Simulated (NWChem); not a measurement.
Molecule: silole (C4H6Si); SMILES C1C=C[SiH2]C=1

```xyz
11

C      0.0000     0.7405     1.2913
C      0.0000     1.3553     0.0896
Si     0.0000     0.0000    -1.2050
C      0.0000    -1.3553     0.0896
C      0.0000    -0.7405     1.2913
H      0.0000     1.2805     2.2452
H      0.0000     2.4423    -0.0123
H      1.2109     0.0000    -2.0834
H     -1.2109     0.0000    -2.0834
H      0.0000    -2.4423    -0.0123
H      0.0000    -1.2805     2.2452
```
Atoms are numbered in this order, from 1.

Results from NWChem. Medium grid unless said otherwise, to which SCAN and Minnesota functionals are sensitive. Structure relaxed at the PBE0/def2-SVP level. Hybrids' shares of exact exchange are those that their runs print; pure functionals count as 0. The functionals differ in more than this share.

```
row              share of exact exchange  highest occupied level (eV)
---------------  -----------------------  ---------------------------
PBE/def2-SVP                        0.00                        -5.75
BLYP/def2-SVP                       0.00                        -5.50
TPSSh/def2-SVP                      0.10                        -6.15
B3LYP/def2-SVP                      0.20                        -6.51
PBE0/def2-SVP                       0.25                        -6.80
M06-2X/def2-SVP                     0.54                     withheld
```

Problem. Fit a straight line of the last column on the one before it, predict the withheld value, and compare with the run.

Solution. 
1. Means of the 5 shown rows: x = 0.110, y = -6.142. Slope Σ(x − x̄)(y − ȳ)/Σ(x − x̄)² = -0.2389/0.05200 = -4.594; intercept -5.637.
2. The shown rows scatter about the line by 0.086 (root mean square); the largest residual is +0.14, at BLYP/def2-SVP.
3. At x = 0.54 (M06-2X/def2-SVP; beyond the shown range) the line gives -8.12.
4. The run gives -7.91, +0.21 from the line, 2.5 times the scatter.
